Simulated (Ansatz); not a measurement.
`O=C[Si](F)(F)[SiH3]`: the same geometry under several functionals.

```yaml
crystal:
  periodic: [false, false, false]
  atoms:
    - {symbol: O, position_ang: [1.256857, -1.706155, -0.888243]}
    - {symbol: C, position_ang: [0.794780, -0.806558, -1.548297]}
    - {symbol: Si, position_ang: [-0.221957, 0.547056, -0.645332]}
    - {symbol: F, position_ang: [-1.660355, 0.608880, -1.329295]}
    - {symbol: F, position_ang: [0.474473, 1.950198, -0.939984]}
    - {symbol: Si, position_ang: [-0.358337, 0.099757, 1.647945]}
    - {symbol: H, position_ang: [0.966524, -0.782690, -2.649140]}
    - {symbol: H, position_ang: [-1.018479, -1.214617, 1.843038]}
    - {symbol: H, position_ang: [1.011489, 0.084081, 2.217750]}
    - {symbol: H, position_ang: [-1.161996, 1.168948, 2.294557]}
basis:
  gaussian: {orbitals: def2-TZVPP}
hamiltonian: {xc: {name: wB97M-V}}
output: {forces: true, orbitals: {seedname: orbitals}}
```

```sh
$ ansatz run in.yaml --threads 4 --pin off --events-out ev --progress --plain --max-ram 10444MiB
```

It prints (some lines left out):

```
Functional definition: wB97M-V
1461 factors; their error is unknown
308 factors; integrals over basis functions are off by at most 8.6e-6 eV
mean field evaluation 1: about -24336.8851 eV, gradient 5.5e1 eV
mean field evaluation 2: about -24334.7900 eV, gradient 7.0e1 eV
mean field evaluation 4: about -24341.7145 eV, gradient 3.6e0 eV
mean field evaluation 8: about -24341.7477 eV, gradient 4.5e-2 eV
mean field evaluation 16: about -24341.7662 eV, gradient 1.4e-4 eV
mean field -24341.76619392 eV, -894.5434081849 hartree, gradient 6.5e-5 eV, S^2 0.000000; 0 other end points of the search recorded, 0 dependent functions left out
reference -24341.76624711 eV, -894.5434101394 hartree; 32, 32 occupied and 232, 232 virtual orbitals, 1461 factors
Total energy: -24341.76624711 eV, -894.5434101394 hartree
Atom 0 at     1.256857    -1.706155    -0.888243 Å, force     0.063702    -0.134222     0.123888 eV/Å
Atom 1 at     0.794780    -0.806558    -1.548297 Å, force    -0.122880     0.249892    -0.217949 eV/Å
Atom 2 at    -0.221957     0.547056    -0.645332 Å, force     0.095897    -0.207896     0.196836 eV/Å
Atom 3 at    -1.660355     0.608880    -1.329295 Å, force    -0.121030    -0.005207    -0.060701 eV/Å
Atom 4 at     0.474473     1.950198    -0.939984 Å, force     0.067364     0.114703    -0.026010 eV/Å
Atom 5 at    -0.358337     0.099757     1.647945 Å, force     0.004787    -0.022080     0.052318 eV/Å
Atom 6 at     0.966524    -0.782690    -2.649140 Å, force     0.002020    -0.032168     0.114037 eV/Å
Atom 7 at    -1.018479    -1.214617     1.843038 Å, force     0.075957     0.154644    -0.027400 eV/Å
Atom 8 at     1.011489     0.084081     2.217750 Å, force    -0.159709     0.003843    -0.070685 eV/Å
Atom 9 at    -1.161996     1.168948     2.294557 Å, force     0.093892    -0.121509    -0.084333 eV/Å
Dipole moment:    -0.061505     0.077555     0.037753 e Å
```

It took 14 s on 4 threads of an Arm Neoverse V1 on a shared host, with 0.97 GiB of host memory at the peak.

With the line `hamiltonian: {xc: {name: B2PLYP}}` and no forces (abridged; 7.5 s):

```
Functional definition: B2PLYP
mean field evaluation 16: about -24323.7882 eV, gradient 1.7e-4 eV
mean field -24323.78817237 eV, -893.8827280789 hartree, gradient 3.3e-6 eV, S^2 0.000000
14 core orbitals not correlated: weight in the atoms' cores, before any rotation towards them, 1.000 or more for the frozen orbitals, at most 0.000 for the correlated occupied ones
second order -36.61729949 eV of doubles, -0.00000000 eV of singles
Total energy: -24333.67502295 eV, -894.2460631360 hartree
```

With the line `hamiltonian: {xc: pbe0, dispersion: d4}` and no forces (abridged; 4.1 s):

```
Functional definition: PBE0
mean field evaluation 16: about -24329.8319 eV, gradient 1.4e-4 eV
mean field -24329.83186435 eV, -894.1048296624 hartree, gradient 2.1e-5 eV, S^2 0.000000
Total energy: -24330.03814580 eV, -894.1124103660 hartree
```
